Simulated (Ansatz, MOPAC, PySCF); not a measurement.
Noncovalent pair: CH3F (SMILES CF) (first 5 atoms) with C2H3N (SMILES CC#N); geometry from B3LYP-D3(BJ)/def2-TZVP, rigid monomers moved along the line of their centres of mass till F2···H9 is 2.76 Å.
(charge 0, multiplicity 1):
```xyz
11

C      0.3729     0.5925    -0.1777
F      1.1632    -0.2915     0.5656
H     -0.1778     1.2259     0.5152
H      1.0306     1.1901    -0.8090
H     -0.3111     0.0062    -0.7914
C      0.9952    -0.2804     4.1618
C      0.0837     0.7799     3.7651
N     -0.6353     1.6154     3.4385
H      1.3429    -0.8049     3.2724
H      1.8530     0.1401     4.6871
H      0.4879    -0.9841     4.8223
```

Interaction energies are E(AB) − E(A) − E(B) at the monomers' geometry in the complex; basis-set methods are counterpoise corrected. Rows marked so take none.

Correlated levels freeze the cores. Rows in 6-31G* carry no dispersion term and start afresh at each structure (6-31G* with six Cartesian d functions). MP2/6-31G* freezes PySCF's default core. The state that AM1, PM6 reach isn't checked.

The values were computed with Ansatz (Gaussian orbitals); MOPAC for AM1, PM6 (differences of heats of formation); PySCF for 6-31G* rows, the dispersion terms. Values without a source in brackets are computed.

```tsv
level	interaction energy (meV)
AM1	-33.0
PM6	-60.9
PBE-D3(BJ)/def2-TZVPPD	-140.6
r2SCAN-D4/def2-TZVPPD	-135.7
PBE0-D4/def2-TZVPPD	-142.3
M06-2X/6-31G* (no counterpoise)	-169.3
wB97X-V/def2-TZVPPD	-143.4
MP2/6-31G*	-102.1
CCSD(T)/aug-cc-pVDZ	…
```

Problem. Some entries are withheld; supply them.

Solution. 
- CCSD(T)/aug-cc-pVDZ, interaction energy (meV): -129.0

Ansatz is an electronic-structure program.
